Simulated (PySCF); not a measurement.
**Te⁺: excitation energy**

Te⁺ [Kr] 4d10 5s2 5p3 (4S) → Te⁺ [Kr] 4d10 5s1 5p4 (4P), as a difference of total energies. Calculation: PySCF 2.14, in ANO-RCC-VTZP; the spin-free X2C one-electron Hamiltonian (Gaussian nucleus). Correlated levels: valence: [Kr] 4d10 frozen. The calculations carry no spin-orbit coupling.

```
           method  excitation energy (eV)
              UHF                   9.301
    MP2 (valence)                   9.262
SCS-MP2 (valence)                   9.252
   CCSD (valence)                   8.897
CCSD(T) (valence)                   8.823
```

Task: How much does correlation contribute at CCSD(T) (valence)?

Result: 8.823 − (9.301) = -0.478 eV, measured against UHF.

A first-order spin-orbit estimate (lowest level to lowest level, LS coupling) adds -0.289 eV.

The coupled-cluster amplitudes are large for the upper state (T1 above 0.03 or a double amplitude above 0.15), so a single reference is strained.
